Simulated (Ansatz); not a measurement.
Ansatz (an electronic-structure program) input (B3LYP-D3(BJ)/def2-TZVP):

Ansatz 0.2 input:
```yaml
crystal:
  periodic: [false, false, false]
  atoms:
    - {symbol: Mo, position_ang: [0.00174208, -0.00293015, -0.02072276]}
    - {symbol: O, position_ang: [-1.13579397, -1.19757594, -0.15117339]}
    - {symbol: O, position_ang: [-0.08493099, 1.32900416, -0.99863982]}
    - {symbol: O, position_ang: [1.21749283, -0.13555897, 1.09403154]}
basis:
  gaussian:
    orbitals: def2-TZVP
hamiltonian:
  xc: b3lyp
  dispersion: d3bj
total_charge: 1
magnetization: {spin_polarized: true, initial_magnetization: 1}
relax: {f_tol: 0.002, max_steps: 150}
```

Output:

```
Functional definition: B3LYP
integrals: 0.05 GiB planned
824 factors; their error is unknown
mean field: 0.58 GiB planned
mean field evaluation 1: about -7962.4468 eV, gradient 9.2e1 eV
mean field evaluation 2: about -7731.7268 eV, gradient 2.5e2 eV
mean field evaluation 4: about -7979.7455 eV, gradient 5.2e1 eV
mean field evaluation 8: about -7989.5879 eV, gradient 8.9e-1 eV
mean field evaluation 16: about -7989.6685 eV, gradient 1.3e-2 eV
mean field evaluation 32: about -7989.6687 eV, gradient 2.0e-3 eV
mean field evaluation 64: about -7989.6682 eV, gradient 7.2e-2 eV
mean field -7989.66867043 eV, -293.6149080465 hartree, gradient 1.9e-9 eV, S^2 0.784197; 6 other end points of the search recorded, 0 dependent functions left out
the calculation of the forces begins
reference -7989.66887665 eV, -293.6149156249 hartree; 19, 18 occupied and 114, 115 virtual orbitals, 824 factors
relax step   1: F+E_penalty+E_count = -7989.81776935 eV  Δ(F+E_penalty+E_count) = +0.000e0 eV  max|allowed force component| = 2.572e0 eV/Å  Δτ_max = 0.0000 Å  (410 SCF iters, accepted)
these checks for a lower state are left out or cut short: starts, cluster_reference, orbital_swaps, neighbouring_geometries, increment
integrals: 0.05 GiB planned
824 factors; their error is unknown
mean field: 0.57 GiB planned
mean field evaluation 96: about -7990.1418 eV, gradient 8.4e-5 eV
mean field -7990.14177155 eV, -293.6322941917 hartree, gradient 1.5e-7 eV, S^2 0.784778; 0 other end points of the search recorded, 0 dependent functions left out
the calculation of the forces begins
reference -7990.14198614 eV, -293.6323020780 hartree; 19, 18 occupied and 114, 115 virtual orbitals, 824 factors
relax step   2: F+E_penalty+E_count = -7990.28947250 eV  Δ(F+E_penalty+E_count) = -4.717e-1 eV  max|allowed force component| = 3.464e0 eV/Å  Δτ_max = 0.1864 Å  (176 SCF iters, accepted)
these checks for a lower state are left out or cut short: starts, cluster_reference, orbital_swaps, neighbouring_geometries, increment
integrals: 0.05 GiB planned
824 factors; their error is unknown
mean field: 0.57 GiB planned
mean field evaluation 128: about -7990.3743 eV, gradient 8.4e-6 eV
mean field -7990.37431827 eV, -293.6408401262 hartree, gradient 8.4e-6 eV, S^2 0.810127; 0 other end points of the search recorded, 0 dependent functions left out
the calculation of the forces begins
reference -7990.37454174 eV, -293.6408483386 hartree; 19, 18 occupied and 114, 115 virtual orbitals, 824 factors
relax step   3: F+E_penalty+E_count = -7990.52191760 eV  Δ(F+E_penalty+E_count) = -2.324e-1 eV  max|allowed force component| = 3.292e0 eV/Å  Δτ_max = 0.1957 Å  (116 SCF iters, accepted)
these checks for a lower state are left out or cut short: starts, cluster_reference, orbital_swaps, neighbouring_geometries, increment
integrals: 0.05 GiB planned
824 factors; their error is unknown
mean field: 0.58 GiB planned
mean field -7990.71101936 eV, -293.6532136631 hartree, gradient 1.3e-5 eV, S^2 0.815897; 0 other end points of the search recorded, 0 dependent functions left out
the calculation of the forces begins
reference -7990.71124334 eV, -293.6532218942 hartree; 19, 18 occupied and 114, 115 virtual orbitals, 824 factors
relax step   4: F+E_penalty+E_count = -7990.86231765 eV  Δ(F+E_penalty+E_count) = -3.404e-1 eV  max|allowed force component| = 2.801e0 eV/Å  Δτ_max = 0.1951 Å  (89 SCF iters, accepted)
these checks for a lower state are left out or cut short: starts, cluster_reference, orbital_swaps, neighbouring_geometries, increment
integrals: 0.05 GiB planned
824 factors; their error is unknown
mean field: 0.58 GiB planned
mean field -7990.85767539 eV, -293.6586031727 hartree, gradient 8.9e-6 eV, S^2 0.797012; 0 other end points of the search recorded, 0 dependent functions left out
the calculation of the forces begins
reference -7990.85789740 eV, -293.6586113313 hartree; 19, 18 occupied and 114, 115 virtual orbitals, 824 factors
relax step   5: F+E_penalty+E_count = -7991.00932378 eV  Δ(F+E_penalty+E_count) = -1.470e-1 eV  max|allowed force component| = 8.888e-1 eV/Å  Δτ_max = 0.0386 Å  (83 SCF iters, accepted)
these checks for a lower state are left out or cut short: starts, cluster_reference, orbital_swaps, neighbouring_geometries, increment
integrals: 0.05 GiB planned
824 factors; their error is unknown
mean field: 0.58 GiB planned
mean field evaluation 160: about -7990.8704 eV, gradient 2.0e-1 eV
mean field -7990.87069138 eV, -293.6590815017 hartree, gradient 1.8e-5 eV, S^2 0.772336; 0 other end points of the search recorded, 0 dependent functions left out
the calculation of the forces begins
reference -7990.87091264 eV, -293.6590896328 hartree; 19, 18 occupied and 114, 115 virtual orbitals, 824 factors
relax step   6: F+E_penalty+E_count = -7991.02177122 eV  Δ(F+E_penalty+E_count) = -1.245e-2 eV  max|allowed force component| = 1.441e0 eV/Å  Δτ_max = 0.0540 Å  (78 SCF iters, accepted)
these checks for a lower state are left out or cut short: starts, cluster_reference, orbital_swaps, neighbouring_geometries, increment
integrals: 0.05 GiB planned
824 factors; their error is unknown
mean field: 0.58 GiB planned
mean field -7990.89009821 eV, -293.6597946892 hartree, gradient 1.7e-5 eV, S^2 0.775907; 0 other end points of the search recorded, 0 dependent functions left out
the calculation of the forces begins
reference -7990.89031993 eV, -293.6598028375 hartree; 19, 18 occupied and 114, 115 virtual orbitals, 824 factors
relax step   7: F+E_penalty+E_count = -7991.04133436 eV  Δ(F+E_penalty+E_count) = -1.956e-2 eV  max|allowed force component| = 4.566e-1 eV/Å  Δτ_max = 0.0224 Å  (69 SCF iters, accepted)
these checks for a lower state are left out or cut short: starts, cluster_reference, orbital_swaps, neighbouring_geometries, increment
integrals: 0.05 GiB planned
824 factors; their error is unknown
mean field: 0.58 GiB planned
mean field evaluation 192: about -7990.8965 eV, gradient 6.6e-6 eV
mean field -7990.89647074 eV, -293.6600288754 hartree, gradient 8.1e-6 eV, S^2 0.772000; 0 other end points of the search recorded, 0 dependent functions left out
the calculation of the forces begins
reference -7990.89669261 eV, -293.6600370292 hartree; 19, 18 occupied and 114, 115 virtual orbitals, 824 factors
relax step   8: F+E_penalty+E_count = -7991.04761137 eV  Δ(F+E_penalty+E_count) = -6.277e-3 eV  max|allowed force component| = 1.687e-1 eV/Å  Δτ_max = 0.0144 Å  (77 SCF iters, accepted)
these checks for a lower state are left out or cut short: starts, cluster_reference, orbital_swaps, neighbouring_geometries, increment
integrals: 0.05 GiB planned
824 factors; their error is unknown
mean field: 0.58 GiB planned
mean field -7990.89879916 eV, -293.6601144434 hartree, gradient 5.4e-6 eV, S^2 0.769912; 0 other end points of the search recorded, 0 dependent functions left out
the calculation of the forces begins
reference -7990.89902118 eV, -293.6601226025 hartree; 19, 18 occupied and 114, 115 virtual orbitals, 824 factors
relax step   9: F+E_penalty+E_count = -7991.04980342 eV  Δ(F+E_penalty+E_count) = -2.192e-3 eV  max|allowed force component| = 8.475e-2 eV/Å  Δτ_max = 0.0221 Å  (78 SCF iters, accepted)
these checks for a lower state are left out or cut short: starts, cluster_reference, orbital_swaps, neighbouring_geometries, increment
integrals: 0.05 GiB planned
824 factors; their error is unknown
mean field: 0.58 GiB planned
mean field -7990.89907783 eV, -293.6601246844 hartree, gradient 4.6e-6 eV, S^2 0.770348; 0 other end points of the search recorded, 0 dependent functions left out
the calculation of the forces begins
reference -7990.89929981 eV, -293.6601328420 hartree; 19, 18 occupied and 114, 115 virtual orbitals, 824 factors
relax step  10: F+E_penalty+E_count = -7991.05012924 eV  Δ(F+E_penalty+E_count) = -3.258e-4 eV  max|allowed force component| = 3.326e-2 eV/Å  Δτ_max = 0.0050 Å  (78 SCF iters, accepted)
these checks for a lower state are left out or cut short: starts, cluster_reference, orbital_swaps, neighbouring_geometries, increment
integrals: 0.05 GiB planned
824 factors; their error is unknown
mean field: 0.58 GiB planned
mean field evaluation 224: about -7990.8263 eV, gradient 2.4e-1 eV
mean field -7990.89909755 eV, -293.6601254089 hartree, gradient 1.5e-5 eV, S^2 0.770297; 0 other end points of the search recorded, 0 dependent functions left out
the calculation of the forces begins
reference -7990.89931953 eV, -293.6601335666 hartree; 19, 18 occupied and 114, 115 virtual orbitals, 824 factors
relax step  11: F+E_penalty+E_count = -7991.05015853 eV  Δ(F+E_penalty+E_count) = -2.928e-5 eV  max|allowed force component| = 4.354e-3 eV/Å  Δτ_max = 0.0015 Å  (73 SCF iters, accepted)
these checks for a lower state are left out or cut short: starts, cluster_reference, orbital_swaps, neighbouring_geometries, increment
integrals: 0.05 GiB planned
824 factors; their error is unknown
mean field: 0.58 GiB planned
mean field -7990.89908933 eV, -293.6601251068 hartree, gradient 1.1e-5 eV, S^2 0.770298; 0 other end points of the search recorded, 0 dependent functions left out
the calculation of the forces begins
reference -7990.89931130 eV, -293.6601332642 hartree; 19, 18 occupied and 114, 115 virtual orbitals, 824 factors
relax step  12: F+E_penalty+E_count = -7991.05015964 eV  Δ(F+E_penalty+E_count) = -1.112e-6 eV  max|allowed force component| = 2.866e-3 eV/Å  Δτ_max = 0.0004 Å  (57 SCF iters, accepted)
these checks for a lower state are left out or cut short: starts, cluster_reference, orbital_swaps, neighbouring_geometries, increment
integrals: 0.05 GiB planned
824 factors; their error is unknown
mean field: 0.58 GiB planned
mean field -7990.89909153 eV, -293.6601251878 hartree, gradient 5.0e-6 eV, S^2 0.770302; 0 other end points of the search recorded, 0 dependent functions left out
the calculation of the forces begins
reference -7990.89931351 eV, -293.6601333453 hartree; 19, 18 occupied and 114, 115 virtual orbitals, 824 factors
relax step  13: F+E_penalty+E_count = -7991.05015986 eV  Δ(F+E_penalty+E_count) = -2.262e-7 eV  max|allowed force component| = 3.652e-4 eV/Å  Δτ_max = 0.0001 Å  (51 SCF iters, accepted)
integrals: 0.05 GiB planned
824 factors; their error is unknown
mean field: 0.58 GiB planned
mean field evaluation 256: about -7550.9211 eV, gradient 2.9e2 eV
mean field evaluation 288: about -7990.8991 eV, gradient 1.5e-5 eV
mean field -7990.89909153 eV, -293.6601251878 hartree, gradient 5.0e-6 eV, S^2 0.770302; 5 other end points of the search recorded, 0 dependent functions left out
the calculation of the forces begins
reference -7990.89931351 eV, -293.6601333453 hartree; 19, 18 occupied and 114, 115 virtual orbitals, 824 factors
Total energy: -7991.05038184 eV, -293.6656850042 hartree
Atom 0 at     0.333007    -0.193693    -0.359723 Å, force    -0.000274     0.000365     0.000220 eV/Å
Atom 1 at    -1.226713    -1.105148    -0.031444 Å, force     0.000155     0.000047    -0.000074 eV/Å
Atom 2 at    -0.159631     1.330057    -0.821102 Å, force     0.000142    -0.000363     0.000048 eV/Å
Atom 3 at     1.051846    -0.038277     1.135764 Å, force    -0.000023    -0.000049    -0.000194 eV/Å
Dipole moment:     0.481590    -0.504322    -0.650790 e Å
```

The spin state was set by rule; other spins were not relaxed.
